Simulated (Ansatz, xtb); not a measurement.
Relative energy of two structures of CuH6NOSi2

Structure I: a singlet given by its coordinates. Structure II: `N[SiH2]O[SiH2][Cu]`, a singlet. Both are isolated molecules in the gas phase, relaxed with B3LYP/6-31G*; the shapes shown needn't be the lowest conformers.

I (Å):

```yaml
atoms:
  - { symbol: Cu, position_ang: [-1.9697, -0.4520, -2.9581] }
  - { symbol: N, position_ang: [-3.3592, -0.9334, -1.6948] }
  - { symbol: O, position_ang: [-0.9042, 0.0853, -0.6093] }
  - { symbol: Si, position_ang: [-2.1503, -0.9171, -0.2996] }
  - { symbol: Si, position_ang: [-0.1063, 0.3005, -2.1917] }
  - { symbol: H, position_ang: [-4.1096, -0.2476, -1.5864] }
  - { symbol: H, position_ang: [-3.8122, -1.8459, -1.7778] }
  - { symbol: H, position_ang: [-2.8751, -0.4551, 0.9094] }
  - { symbol: H, position_ang: [-1.8008, -2.3562, -0.2010] }
  - { symbol: H, position_ang: [0.3042, 1.7389, -2.1412] }
  - { symbol: H, position_ang: [1.1766, -0.4631, -2.0543] }
```

Close contacts (Å): Cu1–N2 1.94, Cu1–Si4 2.70, Cu1–Si5 2.15, N2–Si4 1.85, O3–Si4 1.63, O3–Si5 1.79, N2–H6 1.02, N2–H7 1.02, Si4–H8 1.48, Si4–H9 1.48, Si5–H10 1.50, Si5–H11 1.50.

II (Å):

```xyz
11

Cu   -3.2674   -1.4150   -0.1967
N     1.6583   -0.6365   -0.8730
O    -0.4503   -2.5376   -0.6482
Si   -0.0247   -0.9302   -0.6427
Si   -2.0273   -3.1066   -0.4448
H     2.3056   -0.8919   -0.1356
H     2.0685   -0.8235   -1.7811
H    -0.3913   -0.3261    0.6658
H    -0.7378   -0.2262   -1.7416
H    -2.3527   -3.9421   -1.6425
H    -2.0125   -4.0386    0.7255
```

**Question.** Which of the two would you expect CCSD(T)/def2-SVP + ΔMP2/def2-TZVPP electronic energies to favour?

**Answer.** Structure I; the calculation gives E(II) − E(I) = +3.6 kcal/mol.

Level by level:

```json
{"level": "B3LYP/6-31G*", "geometry": "B3LYP/6-31G*", "E(II) − E(I) (kcal/mol)": "+19.9", "departure from the last row (kcal/mol)": "+16.3", "job, with rough time for the two": "optimisation, 4.2 min"}
{"level": "HF/def2-SVP", "geometry": "B3LYP/6-31G*", "E(II) − E(I) (kcal/mol)": "−0.2", "departure from the last row (kcal/mol)": "−3.8", "job, with rough time for the two": "part of the CCSD(T) run"}
{"level": "MP2/def2-SVP", "geometry": "B3LYP/6-31G*", "E(II) − E(I) (kcal/mol)": "+11.7", "departure from the last row (kcal/mol)": "+8.0", "job, with rough time for the two": "part of the CCSD(T) run"}
{"level": "CCSD(T)/def2-SVP", "geometry": "B3LYP/6-31G*", "E(II) − E(I) (kcal/mol)": "+8.9", "departure from the last row (kcal/mol)": "+5.3", "job, with rough time for the two": "single point"}
{"level": "CCSD(T)/def2-SVP + ΔMP2/def2-TZVPP", "geometry": "B3LYP/6-31G*", "E(II) − E(I) (kcal/mol)": "+3.6", "departure from the last row (kcal/mol)": "", "job, with rough time for the two": "single point, 1.7 min"}
```

HF/def2-SVP finds them nearly level. The largest departure from CCSD(T)/def2-SVP + ΔMP2/def2-TZVPP is that of B3LYP/6-31G*, 16.3 kcal/mol. Levels run at GFN2-xTB geometries aren't shown. The last row adds to CCSD(T) the change of the MP2 difference between the two basis sets, here −5.3 kcal/mol, a large step that makes the value less sure.

With harmonic frequencies from B3LYP/6-31G* (ideal gas, rigid rotor, one conformer each, 298.15 K, 1 atm): on the last row, ΔE + ΔZPE = +2.8, ΔH = +3.4, ΔG = +1.4 kcal/mol.

The T1 diagnostic of structures I and II is large, so the coupled-cluster value is less sure. The correlated steps freeze 17 core orbitals; the last core shell of Cu is correlated, in a basis made for valence electrons. Mirror images aren't counted in ΔG. Programs: Ansatz 0.2.0; the last row on 2 threads of Arm Neoverse V2 on a shared host.
